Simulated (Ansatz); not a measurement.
Species: BiCl$_{2}$, charge 0, doublet. BiCl2 (SMILES [Cl][Bi][Cl], doublet).
B3LYP-D3(BJ)/def2-TZVP minimum from Ansatz (an electronic-structure program):
```xyz
3

Bi    -0.2594    -0.1405     0.3548
Cl    -0.2788     1.9807    -0.8842
Cl     1.5451    -1.2948    -0.8478
```
Charge 0, spin multiplicity 2.

Total energies in def2-SVP, 19 correlated electrons, 19 frozen orbitals. UHF or UKS for unpaired electrons; spin-orbit terms are left out. Correlated methods leave the cores frozen (noble-gas shells, and filled d and f shells in the p block). Past Kr the def2 sets carry scalar-relativistic core potentials. Spin-orbit terms, left out, reach several kcal/mol for Br and I, and more for heavier atoms.

```tsv
method	program	energy (Eh)	minus CCSDT(Q) (mEh)
HF	Ansatz	-1132.34181	366.56
MP2	Ansatz	-1132.66718	41.18
CCSD	Ansatz	-1132.69771	10.65
CCSD(T)	Ansatz	-1132.70653	1.83
CCSDT(Q)	Ansatz	-1132.70836	0.00
```

Rough core times of Ansatz's runs on a shared machine: CCSD(T) under 20 s, CCSDT(Q) 90 s.
